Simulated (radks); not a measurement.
Task: Se III, configuration [Ar] 3d10 4s2 4p2. All-electron calculation, Dirac Kohn-Sham, PBE, spin-unpolarised, spherical densities, finite nucleus; open shells fill j = l - 1/2 first; Fermi nuclear charge, rms radius 4.14 fm. Program: a radial shooting solver on a logarithmic mesh with Libxc functionals.

Spin-orbit splittings of the eigenvalues, e(l+1/2) - e(l-1/2), with zeta = 2 splitting/(2l+1) and mean radii in bohr:

shell  occ.  splitting (eV)  zeta (eV)  <r> j=l-1/2  <r> j=l+1/2
2p        6           41.76      27.84       0.1685       0.1723
3p        6           5.876      3.918       0.5822       0.5927
3d       10          0.8973     0.3589       0.6261       0.6304
4p        2               ?          ?        1.970        2.001

Estimate the 4p splitting.

Result: 0.5131 eV (zeta = 0.3420 eV).
